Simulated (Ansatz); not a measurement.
`C=C[Si](F)(F)C=C`, charge 0, multiplicity 1.

Task: Give a relaxed structure at PBE0-D4/def2-TZVP (Ansatz 0.2.0). (Estimate.)

Result: Ansatz gave: 
Z-matrix (Å, degrees):
```
Si
C 1 1.841
F 1 1.593 2 109.8
F 1 1.593 2 107.5 3 116.2
C 1 1.841 2 114.9 3 -121.3
C 2 1.331 1 122.7 3 -121.5
H 2 1.089 1 118.8 3 59.9
C 5 1.331 1 122.7 2 117.2
H 5 1.089 1 118.8 2 -61.4
H 6 1.086 2 121.6 1 1.2
H 6 1.086 2 122.1 1 -179.0
H 8 1.086 5 121.6 1 1.2
H 8 1.086 5 122.1 1 -179.0
```
Point group C2.
This is one stationary point; other conformers may exist.
